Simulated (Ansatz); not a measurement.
`C1[SiH2][SiH2]S1` and `O[SiH]1CS[SiH2]1` differ in one atom or group.

Ansatz, PBE0-D4/def2-TZVP geometries, multiplicity 1. Each molecule was computed in one conformer, which needn't be the lowest.

```csv
property,`C1[SiH2][SiH2]S1`
HOMO–LUMO gap (PBE0/def2-TZVPP) / eV,6.29
HOMO–LUMO gap (ωB97M-V/def2-TZVPP) / eV,10.10
size of the dipole moment (PBE/def2-TZVPP) / D,1.31
HOMO energy (ωB97M-V/def2-TZVPP) / eV,-9.01
HOMO energy (PBE0/def2-TZVPP) / eV,-6.88
HOMO–LUMO gap (PBE/def2-TZVPP) / eV,4.28
```

(1) Give the same properties after the change, and the shifts. (An estimate is asked.)

## Answers

(1) Computed: 
```json
{"property": "HOMO–LUMO gap (PBE0/def2-TZVPP) / eV", "`O[SiH]1CS[SiH2]1`": "6.41", "shift": "0.12"}
{"property": "HOMO–LUMO gap (ωB97M-V/def2-TZVPP) / eV", "`O[SiH]1CS[SiH2]1`": "10.28", "shift": "0.18"}
{"property": "size of the dipole moment (PBE/def2-TZVPP) / D", "`O[SiH]1CS[SiH2]1`": "0.38", "shift": "-0.93"}
{"property": "HOMO energy (ωB97M-V/def2-TZVPP) / eV", "`O[SiH]1CS[SiH2]1`": "-9.05", "shift": "-0.04"}
{"property": "HOMO energy (PBE0/def2-TZVPP) / eV", "`O[SiH]1CS[SiH2]1`": "-6.93", "shift": "-0.05"}
{"property": "HOMO–LUMO gap (PBE/def2-TZVPP) / eV", "`O[SiH]1CS[SiH2]1`": "4.41", "shift": "0.13"}
```

With PBE0 the HOMO falls by 0.05 eV and the LUMO rises by 0.07 eV, so the gap widens by about 0.12 eV. PBE moves the HOMO by -0.04 eV and ωB97M-V by -0.04 eV. Dipoles are sizes alone; their direction can turn.
